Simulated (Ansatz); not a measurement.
Calculated with Ansatz (gas phase, PBE0-D4/def2-TZVP geometries, no zero-point term in ΔE). CBS: MP2 limit from def2 TZ/QZ plus the TZ coupled-cluster correction, frozen cores. Functionals use def2-TZVPP. Elements past krypton have def2 core potentials. For Y outer-core shells are correlated without core-valence functions, which leaves a few kJ/mol of doubt a bond. Each species was taken in one conformer, which may not be the lowest.

`[F][Y]([F])[Cl]` + `CC(C)[Si]F` → `[F][Y]([F])[F]` + `CC(C)[Si]Cl`  (redistribution)

`[F][Y]([F])[Cl]`:

Cartesian coordinates in Å:
```
F 0.814 -0.811 1.682
Y -0.034 -0.086 0.044
F -1.540 -1.110 -0.738
Cl 0.761 2.008 -0.989
```

`CC(C)[Si]F`:

Z-matrix (Å, degrees):
```
C
C 1 1.523
H 1 1.095 2 111.1
H 1 1.094 2 112.1 3 -120.0
H 1 1.093 2 110.9 3 119.7
C 2 1.534 1 111.8 3 -57.5
Si 2 1.901 1 115.1 3 -177.4
H 2 1.099 1 109.6 3 62.6
H 6 1.095 2 110.8 1 62.4
H 6 1.094 2 111.0 1 -57.0
H 6 1.097 2 112.8 1 -177.9
F 7 1.622 2 99.0 1 47.7
```

`[F][Y]([F])[F]`:

Cartesian coordinates in Å:
```
F 0.044 0.257 -1.980
Y 0.000 0.000 0.000
F -0.007 -1.843 0.768
F -0.037 1.586 1.212
```

`CC(C)[Si]Cl`:

Z-matrix (Å, degrees):
```
C
C 1 1.521
H 1 1.093 2 112.1
H 1 1.092 2 110.9 3 -120.3
H 1 1.095 2 110.8 3 120.0
C 2 1.534 1 112.0 3 -178.4
Si 2 1.903 1 118.1 3 59.2
H 2 1.100 1 109.2 3 -59.0
H 6 1.094 2 110.6 1 63.5
H 6 1.093 2 110.7 1 -56.1
H 6 1.097 2 112.9 1 -176.9
Cl 7 2.094 2 100.0 1 48.4
```

CCSD(T)/CBS gives +32.1 kJ/mol.

(1) Another level gave +33.6 kJ/mol. Which?
A. r2SCAN0-D4/def2-TZVPP
B. r2SCAN-D4/def2-TZVPP
C. LDA (SPW92)/def2-TZVPP
D. BHLYP-D4/def2-TZVPP

Largest T1 diagnostic among the species: 0.015.

Answers

(1) A. r2SCAN0-D4 33.6, r2SCAN-D4 29.1, LDA (SPW92) 21.0, BHLYP-D4 39.0 kJ/mol.

From PBE to PBE0 (25 % exact exchange), in def2-TZVPP and without D4, ΔE moves by +8.3 kJ/mol. The D4 term adds −5.6 kJ/mol with B3LYP and −3.0 kJ/mol with PBE0; it sums over pairs of atoms, weighted by their polarisabilities, and B3LYP, whose exchange is more repulsive, gets the larger term.

B3LYP here is the variant with VWN-RPA as its local correlation; programs differ in this.
